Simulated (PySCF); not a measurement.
Input for PySCF: D3(BJ) and D4 dispersion corrections on C3H6 (SMILES C=CC).

```python
from pyscf import gto
from pyscf.dispersion import dftd3, dftd4

mol = gto.M(
    atom='''
    C     1.12950769   -0.67115626    3.57029724
    C    -0.16874337   -0.47006322    3.75736122
    C    -0.84839530    0.86061578    3.71749917
    H     1.80807772    0.15207952    3.37585419
    H     1.56225903   -1.66256075    3.60311412
    H    -0.80914330   -1.32757355    3.94773269
    H    -1.36883230    1.06426858    4.65755317
    H    -0.13680307    1.66750095    3.53724494
    H    -1.60395341    0.88912959    2.92682473
    ''',
    basis='def2-svp',
    charge=0, spin=0, verbose=0, max_memory=1800)
d3, d4 = {}, {}
for xc in ['hf', 'pbe', 'blyp', 'revpbe', 'tpss', 'r2scan', 'b3lyp', 'pbe0', 'bhlyp', 'camb3lyp', 'b2plyp']:
    d3[xc] = float(dftd3.DFTD3Dispersion(mol, xc=xc, version='d3bj', atm=False).get_dispersion()['energy'])
    print(f'D3(BJ) {xc:10s} {d3[xc]:14.8f} Eh')
for xc in ['hf', 'pbe', 'blyp', 'revpbe', 'tpss', 'r2scan', 'b3lyp', 'pbe0', 'bhlyp', 'camb3lyp', 'b2plyp']:
    d4[xc] = float(dftd4.DFTD4Dispersion(mol, xc={'camb3lyp': 'cam-b3lyp'}.get(xc, xc), atm=True).get_dispersion()['energy'])
    print(f'D4     {xc:10s} {d4[xc]:14.8f} Eh')
```

It printed:

```
D3(BJ) hf            -0.04295001 Eh
D3(BJ) pbe           -0.00482220 Eh
D3(BJ) blyp          -0.00996463 Eh
D3(BJ) revpbe        -0.01292317 Eh
D3(BJ) tpss          -0.00589412 Eh
D3(BJ) r2scan        -0.00126947 Eh
D3(BJ) b3lyp         -0.00805785 Eh
D3(BJ) pbe0          -0.00398064 Eh
D3(BJ) bhlyp         -0.00604551 Eh
D3(BJ) camb3lyp      -0.00334714 Eh
D3(BJ) b2plyp        -0.00353981 Eh
D4     hf            -0.01725657 Eh
D4     pbe           -0.00418282 Eh
D4     blyp          -0.00962622 Eh
D4     revpbe        -0.01579473 Eh
D4     tpss          -0.00567993 Eh
D4     r2scan        -0.00102308 Eh
D4     b3lyp         -0.00668434 Eh
D4     pbe0          -0.00344552 Eh
D4     bhlyp         -0.00444333 Eh
D4     camb3lyp      -0.00339194 Eh
D4     b2plyp        -0.00289706 Eh
```

The run finished.

Cost: very roughly 0.06 core-seconds.
